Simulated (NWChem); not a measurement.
Species: CH$_{5}$BO$_{2}$; SMILES OB(C)O

```xyz
9

B     -0.0029     0.1163     0.0005
C     -0.0693    -1.4745     0.0027
H      0.4352    -1.8915    -0.8798
H     -1.0889    -1.8784     0.0097
H      0.4465    -1.8898     0.8794
O     -1.1123     0.9187    -0.0011
H     -1.9276     0.4014    -0.0009
O      1.1893     0.7933    -0.0003
H      1.9450     0.1917     0.0011
```
Atoms are numbered in this order, from 1.

All runs: NWChem. Structure relaxed at the B3LYP/6-31G* (spherical d) level. B3LYP is NWChem's, with the RPA form of VWN correlation. Static field.

For level B3LYP/def2-SVPD:

- isotropic polarisability (bohr³): 36.6

Task: Estimate the same quantities for level PBE/def2-SVPD.

Result: 
| Quantity | Result |
|---|---|
| isotropic polarisability (bohr³) | 38.2 |
